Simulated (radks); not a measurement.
Q: K+, 18 electrons, occupied as [Ne] 3s1 3p6 4s1 (not the ground configuration). All-electron calculation, Dirac Kohn-Sham, PBE, spin-unpolarised, spherical densities, point nucleus. Program: a radial shooting solver on a logarithmic mesh with Libxc functionals. Some entries of the table are withheld. Estimate them.

orbital,occ.,eigenvalue (eV),<1/r> (bohr^-1)
1s1/2,2,-3538.608,18.72
2s1/2,2,-369.6766,3.808
2p1/2,2,-298.3544,3.728
2p3/2,4,-295.4588,3.693
3s1/2,1,(1),1.130
3p1/2,2,-32.0982,1.009
3p3/2,4,-31.8010,1.002
4s1/2,1,-8.6469,(2)

A: 
(1) 3s1/2 eigenvalue (eV): -48.9893
(2) 4s1/2 <1/r> (bohr^-1): 0.3489
